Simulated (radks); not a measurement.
Tc, 43 electrons, occupied as [Kr] 4d5 5s2 (the NIST ground configuration). Calculated with a radial shooting solver on a logarithmic mesh with Libxc functionals: scalar-relativistic Kohn-Sham, LDA (Slater exchange, Perdew-Wang correlation), spin-polarised, spherical densities, finite nucleus; open shells are filled with parallel spins first (spin-orbit coupling, left out, can overturn this in heavy ions); Fermi nuclear charge, rms radius 4.4112 fm; hard spherical wall at 7 bohr.

Radial electron density D(r) = 4 pi r^2 rho(r):

r (bohr)  D(r) (e/bohr)    spin D(r)
0.001775          2.505  -0.00000833
0.002033          3.171   -0.0000106
0.00233           4.003   -0.0000134
0.00269           5.101   -0.0000173
0.003082          6.385   -0.0000218
0.003531          7.953   -0.0000276
0.004046          9.850   -0.0000348
0.004672          12.27   -0.0000444
0.005353          14.98   -0.0000560
0.006133          18.14   -0.0000708
0.007026          21.75   -0.0000898
0.008115          26.05    -0.000116
0.009297          30.48    -0.000149
0.01065           35.15    -0.000194
0.0122            39.88    -0.000256
0.01409           44.68    -0.000347
0.01615           48.69    -0.000468
0.0185            51.84    -0.000635
0.02119           53.85    -0.000860
0.02448           54.49     -0.00117
0.02804           53.68     -0.00152
0.03213           51.77     -0.00188
0.03681           49.32     -0.00210
0.04251           47.09     -0.00183
0.0487            46.30    -0.000458
0.05579           47.58      0.00311
0.06392           51.18       0.0107
0.07382           56.90       0.0262
0.08458           62.65       0.0519
0.0969            66.78       0.0932
0.111             67.53        0.155
0.1282            63.80        0.247
0.1469            56.95        0.358
0.1683            49.37        0.485
0.1928            44.06        0.611
0.2227            43.11        0.711
0.2551            46.26        0.740
0.2923            50.52        0.677
0.3348            52.18        0.516
0.3867            48.38        0.278
0.443             39.82       0.0708
0.5076            29.21      -0.0126
0.5815            20.02        0.128
0.6716            14.26        0.577
0.7694            12.51         1.25
0.8815            12.63         2.04
1.01              12.66         2.75
1.166             11.48         3.21
1.336             9.343         3.28
1.531             6.925         3.02
1.754             4.852         2.53
2.026             3.300         1.91
2.321             2.362         1.34
2.659             1.741        0.854
3.046             1.279        0.483
3.518            0.8749        0.221
4.031            0.5556       0.0799
4.618            0.3052       0.0155
5.29             0.1323     -0.00314
6.11            0.03041     -0.00237

D(r) has 4 maxima, at r = 0.0241, 0.107, 0.330, 0.955 bohr, and minima at 0.0483, 0.212, 0.801 bohr, inside which lie 2.03, 11.09, 29.31 electrons.
